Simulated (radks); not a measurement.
Valence configurations of Sc I (all share [Ar]). Method: non-relativistic Kohn-Sham, PBEsol, spin-polarised, spherical densities, point nucleus; open shells are filled with parallel spins first; computed with a radial shooting solver on a logarithmic mesh with Libxc functionals. Energies are relative to 3d1 4s2; eigenvalues in eV for spin up.

valence	E (eV)	moment (Bohr magnetons)	e(3d)	e(4p)	e(4s)
3d1 4s2	0.000	1	-3.676	-	-4.280
3d0.5 4s2 4p0.5	1.432	1	-5.790	-2.161	-5.161
3d1.5 4s1.5	0.258	2	-2.567	-	-4.081
3d1.5 4s1 4p0.5	0.975	3	-3.083	-1.842	-4.555
3d1 4p2	4.833	3	-5.742	-2.826	-
4s2 4p1	3.675	1	-	-2.755	-6.028
3d1 4s1 4p1	1.875	3	-4.775	-2.356	-5.294
3d2 4s1	0.578	3	-1.778	-	-3.904
3d0.5 4s1 4p1.5	3.445	3	-6.787	-2.880	-6.075
3d2.5 4s0.5	1.719	3	-1.284	-	-3.697

NIST lists [Ar] 3d1 4s2 as the ground configuration; this level of theory agrees among the configurations tried. The energies are those of spherical high-spin densities, not of single terms.
